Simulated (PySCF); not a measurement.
How good is the calculation?

Geometry (Å), atoms numbered from 1 in this order:
```xyz
19

C     4.001   -0.493   -0.695
C     3.074    0.244   -0.113
O     1.742   -0.056   -0.238
C     0.845    0.740    0.389
O     1.158    1.698    1.052
C    -0.547    0.293    0.166
C    -0.852   -0.824   -0.608
C    -2.171   -1.199   -0.782
C    -3.189   -0.467   -0.192
C    -2.890    0.646    0.578
C    -1.574    1.027    0.758
H     3.747   -1.354   -1.287
H     5.040   -0.247   -0.588
H     3.284    1.117    0.493
H    -0.055   -1.390   -1.065
H    -2.408   -2.066   -1.381
H    -4.217   -0.764   -0.333
H    -3.684    1.216    1.037
H    -1.316    1.889    1.354
```

The experiment to reproduce: δ ¹H H14 7.52; H12 5.04; H13 4.67 ppm (measured; solution, not stated per compound (mostly CDCl3 or CCl4); Pretsch, Buehlmann, Badertscher, Structure Determination of Organic Compounds, 4th ed. (2009)).

[PySCF 2.14.0 with density-fitted response routines: shielding tensors at PBE0/pcSseg-1 (GIAO); coordinates at the GFN2-xTB level; averaged over atoms made equivalent by symmetry, fast rotation or ring inversion; isolated molecule; a single conformation; non-relativistic]

Task: What does the calculation give, and how does it compare?

Result: 
Reference values: measured (solution, not stated per compound (mostly CDCl3 or CCl4); Pretsch, Buehlmann, Badertscher, Structure Determination of Organic Compounds, 4th ed. (2009)).
```json
{"atoms": "H14", "quantity": "δ ¹H", "reference": "7.52", "computed": "8.26", "computed, scaled": "7.88"}
{"atoms": "H12", "quantity": "δ ¹H", "reference": "5.04", "computed": "5.28", "computed, scaled": "5.07"}
{"atoms": "H13", "quantity": "δ ¹H", "reference": "4.67", "computed": "4.99", "computed, scaled": "4.80"}
```

Computed shifts are σ(ref) − σ with the named reference compound (TMS for H and C) calculated as an isolated molecule at the same level. The measured values may be among those fitted. Scaled to experiment by linear calibration (H and C: mostly CDCl3 data, vs TMS): ¹H: δ = 30.01 − 0.943σ (rms 0.17 ppm, 504 shifts, 0.18 ppm with the 4 outliers that the fit left out). Occasional misses reach two or three times the rms, and more in compound classes unlike the fitted ones.

Task: How far are the unscaled ¹H shifts from the references?

Result: Mean signed difference +0.43 ppm, mean absolute 0.43 ppm over 3 comparisons; the largest is +0.74 ppm at H14 (hydrogen on an alkene carbon bearing oxygen).
